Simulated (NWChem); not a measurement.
H$_{4}$Zr

```xyz
5

Zr     0.0000     0.0000     0.0000
H      1.5058     0.0000    -1.0648
H     -1.5058     0.0000    -1.0648
H      0.0000     1.5058     1.0648
H      0.0000    -1.5058     1.0648
```
Charge 0, spin multiplicity 1.

Program: NWChem. The geometry was optimised at PBE0/def2-SVP with def2 effective core potentials on Zr, a minimum by its harmonic frequencies.

Symmetry labels belong to the abelian group C2v used in the runs, with the axes of the coordinates shown; states degenerate in a higher group split over its labels.

Effective core potentials replace the inner electrons of Zr; spin-orbit coupling is left out. The structure started from a generated list of species.

Question: List the lowest 3 singlet excitations that CIS/def2-SVPD with def2 effective core potentials on Zr gives, with oscillator strengths.

Answer: 
```tsv
state	symmetry	energy (eV)	wavelength (nm)	f
1	a2	5.09	243	0.000
2	b2	5.09	243	0.000
3	b1	5.09	243	0.000
```
